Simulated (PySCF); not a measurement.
## Field gradients at the hydrogen positions

Compound: 1,5,5-trimethylcyclopentadiene, C8H12.
Cartesian coordinates in Å at the GFN2-xTB level; atoms count from 1:
```
atom  x, y, z in Å
C1     1.772   -0.423   -1.129
C2     0.739    0.409   -0.458
C3     0.673    1.746   -0.392
C4    -0.503    2.144    0.359
C5    -1.162    1.052    0.754
C6    -0.446   -0.184    0.278
C7    -0.001   -1.043    1.465
C8    -1.341   -1.004   -0.656
H9     2.526    0.209   -1.593
H10    1.321   -1.050   -1.899
H11    2.261   -1.080   -0.410
H12    1.372    2.443   -0.820
H13   -0.773    3.168    0.549
H14   -2.070    1.004    1.327
H15    0.530   -1.926    1.117
H16    0.654   -0.472    2.118
H17   -0.868   -1.366    2.037
H18   -2.237   -1.324   -0.128
H19   -0.814   -1.887   -1.010
H20   -1.638   -0.404   -1.513
```

Level: PBE0/pcSseg-1 (PySCF, non-relativistic); Q(2H) = 0.00286 b; rigid geometry, the same for H and D, with no vibrational averaging.

Problem. What are Vzz, η and χzz (234.96 MHz × Q × Vzz) at all hydrogens?

Solution. 
| atom | bonded to | bond length (Å) | Vzz (au) | η | χzz (kHz) |
| --- | --- | --- | --- | --- | --- |
| H9 | C1 | 1.087 | 0.3153 | 0.02 | 212 |
| H10 | C1 | 1.090 | 0.3105 | 0.02 | 209 |
| H11 | C1 | 1.090 | 0.3105 | 0.02 | 209 |
| H12 | C3 | 1.076 | 0.3394 | 0.06 | 228 |
| H13 | C4 | 1.076 | 0.3391 | 0.04 | 228 |
| H14 | C5 | 1.075 | 0.3444 | 0.06 | 231 |
| H15 | C7 | 1.088 | 0.3153 | 0.02 | 212 |
| H16 | C7 | 1.088 | 0.3142 | 0.01 | 211 |
| H17 | C7 | 1.088 | 0.3153 | 0.02 | 212 |
| H18 | C8 | 1.088 | 0.3151 | 0.02 | 212 |
| H19 | C8 | 1.088 | 0.3151 | 0.02 | 212 |
| H20 | C8 | 1.088 | 0.3142 | 0.01 | 211 |

Problem. How does χzz go with the bond length over the 12 C–H bonds?

Solution. A straight-line fit has a slope of -14.3 kHz for each 0.01 Å, with a correlation coefficient of -1.00, over lengths from 1.075 to 1.090 Å. The longer bonds have the smaller couplings here.

Problem. A static deuteron (I = 1) shows a doublet split by (3/2)χ, (3/4)χ(1 + η) and (3/4)χ(1 − η) with the field along z, y and x of the gradient. What are these for H13?

Solution. With |χ| = 227.9 kHz and η = 0.043: 342, 178 and 163 kHz, to first order and without motion.

Isolated species at its GFN2-xTB geometry, gas phase. GFN2-xTB bond lengths can be off by several hundredths of an ångström, more for odd bonds, and the gradients follow them. A larger basis could move these couplings by a tenth or more.

The run behind these numbers computed NMR shieldings as well. The run took 29 s on one thread of an Intel Xeon Platinum 8488C, shared host with 96 logical CPUs at a one-minute load of 5.8, and the process peaked at 0.88 GiB of memory.
